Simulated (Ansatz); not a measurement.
```yaml
crystal:
  periodic: [false, false, false]
  atoms:
    - {symbol: C, position_ang: [-1.198652, -0.132818, 0.332975]}
    - {symbol: N, position_ang: [0.142454, 0.209050, -0.298531]}
    - {symbol: C, position_ang: [1.342158, -0.426368, 0.374352]}
    - {symbol: B, position_ang: [0.273495, 1.076717, -1.457690]}
    - {symbol: F, position_ang: [-0.818613, 1.670685, -2.090688]}
    - {symbol: H, position_ang: [-1.229798, 0.208704, 1.430930]}
    - {symbol: H, position_ang: [-1.381693, -1.268167, 0.308833]}
    - {symbol: H, position_ang: [-2.043180, 0.386682, -0.236450]}
    - {symbol: H, position_ang: [1.417893, -0.097550, 1.474489]}
    - {symbol: H, position_ang: [2.299116, -0.112485, -0.168537]}
    - {symbol: D, position_ang: [1.265385, -1.574301, 0.351843]}
basis:
  gaussian: {orbitals: aug-pcseg-2, final_grid: {core_spheres: 8, valence_spheres: 7, degree: 23}, point_charges: [{charge: 0.50, position_ang: [5.615, -0.012, -0.475]}]}
magnetization: {spin_polarized: true, initial_magnetization: 1}
hamiltonian: {xc: {name: PBE}}
```

```sh
$ ansatz run in.yaml --threads 4 --pin off --events-out ev --progress --plain --max-ram 10444MiB
```

Output, abridged:

```
Error: YAML parse error: error: line 14 column 16: `D` is not an element symbol (H … Og, case-exact)
12 |     - {symbol: H, position_ang: [1.417893, -0.097550, 1.474489]}
13 |     - {symbol: H, position_ang: [2.299116, -0.112485, -0.168537]}
14 |     - {symbol: D, position_ang: [1.265385, -1.574301, 0.351843]}
15 | basis:
16 |   gaussian: {orbitals: aug-pcseg-2, final_grid: {core_spheres: 8, valence_sphere…
```

Problem. Something in this input is off. What?

Solution. An element symbol is wrong. The input was rejected before any iteration.
